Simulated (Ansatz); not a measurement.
`CO[CH2][GaH2]` + H₂Se → `[GaH2][SeH]` + `COC` at 700 K and 1 bar (ligand exchange at a Ga–C bond).

Isolated molecules relaxed with PBE0-D4/def2-TZVP in Ansatz; ΔE leaves out vibrations. CCSD(T)/CBS is the MP2 limit (def2-TZVPP, def2-QZVPP) plus CCSD(T) − MP2 in def2-TZVPP, frozen cores. For Ga, Se outer-core shells are correlated without core-valence functions, which leaves a few kJ/mol of doubt a bond. Scalar relativity is left out up to krypton. Each species was taken in one conformer, which may not be the lowest.

```json
{"species": "`CO[CH2][GaH2]`", "CCSD(T)/CBS energy (Eh)": "-2079.37706", "H − E (kJ/mol)": "290.9", "S (J/(mol·K))": "466.6"}
{"species": "H₂Se", "CCSD(T)/CBS energy (Eh)": "-2401.89790", "H − E (kJ/mol)": "61.1", "S (J/(mol·K))": "251.1"}
{"species": "`[GaH2][SeH]`", "CCSD(T)/CBS energy (Eh)": "-4326.46797", "H − E (kJ/mol)": "101.2", "S (J/(mol·K))": "355.1"}
{"species": "`COC`", "CCSD(T)/CBS energy (Eh)": "-154.86276", "H − E (kJ/mol)": "259.9", "S (J/(mol·K))": "338.3"}
```

H − E and S are ideal-gas, rigid-rotor, harmonic terms from PBE0-D4/def2-TZVP, for one conformer and one mirror image of each species. 1 Eh = 2625.50 kJ/mol, R = 8.31446 J/(mol·K).

Problem. By hand: ΔE, ΔH, ΔS and ΔG.

Solution. ΔE = (-4326.46797) + (-154.86276) − (-2079.37706) − (-2401.89790) = -0.05577 Eh = -146.4 kJ/mol. Δ(H − E) = 101.2 + 259.9 − 290.9 − 61.1 = 9.1, so ΔH = -137.3 kJ/mol. ΔS = 355.1 + 338.3 − 466.6 − 251.1 = -24.3 J/(mol·K). ΔG = -137.3 − 700 × (-24.3)/1000 = -120.3 kJ/mol.

Problem. By hand: the equilibrium constant, and the temperature at which ΔG would vanish if ΔH and ΔS stayed fixed.

Solution. log₁₀ K = −ΔG/(RT ln 10) = 9.0. ΔG = 0 at ΔH/ΔS = 5650 K, far beyond where these terms or the molecules hold.

ΔH outweighs TΔS. A doubt of 5 kJ/mol in ΔE shifts log₁₀ K by 0.4 here. Other conformers and mirror images would add mixing entropy, several J/(mol·K) or more a flexible species. Modes under 60 cm⁻¹, often nearly free rotors, make the harmonic entropy too high. These are equilibria of isolated gas molecules and say nothing of rates. Largest T1 diagnostic: 0.012 (customary marks: 0.02 for closed shells, 0.045 for open ones).
